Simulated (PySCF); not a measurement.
Excitations are Tamm–Dancoff values on a coarser integration grid. The basis has no diffuse functions, so Rydberg states are missing or too high.

Z-matrix (Å, degrees):
```
Ge
H 1 1.5437
H 1 1.5438 2 107.35
Ge 1 2.4257 2 109.21 3 118.47
H 4 1.5445 1 108.73 2 59.98
H 4 1.5447 5 107.14 1 -117.40
Ge 1 2.4257 2 109.41 3 -118.31
H 7 1.5445 1 108.87 2 -65.34
H 7 1.5446 8 107.14 1 117.31
Ge 7 2.4266 8 109.96 9 119.51
H 10 1.5439 7 108.65 8 60.80
H 10 1.5439 11 107.76 7 -117.63
C 10 1.9583 11 109.92 12 -119.73
H 13 1.0992 10 110.24 11 179.13
H 13 1.0992 14 108.64 10 -120.95
H 13 1.0997 14 108.72 15 -118.15
Ge 4 2.4266 5 110.05 6 -119.41
H 17 1.5439 4 108.76 5 -62.86
H 17 1.5439 18 107.76 4 117.58
C 17 1.9583 18 109.91 19 119.73
H 20 1.0993 17 110.27 18 60.79
H 20 1.0993 21 108.64 17 -120.93
H 20 1.0997 21 108.72 22 -118.16
```
Charge 0, spin multiplicity 1.

Question: Predict the S1 excitation (TDA), HOMO–LUMO gap, LUMO, S1–T1 gap (TDA) and total energy from TPSSh-D3(BJ)/def2-TZVP // PBE0-D3(BJ)/def2-SVP run with PySCF 2.14.0.

Answer: 
- S1 excitation (TDA) = 5.79 eV
- HOMO–LUMO gap = 5.72 eV
- LUMO = -0.79 eV
- S1–T1 gap (TDA) = 0.89 eV
- total energy = -10470.8160 Ha
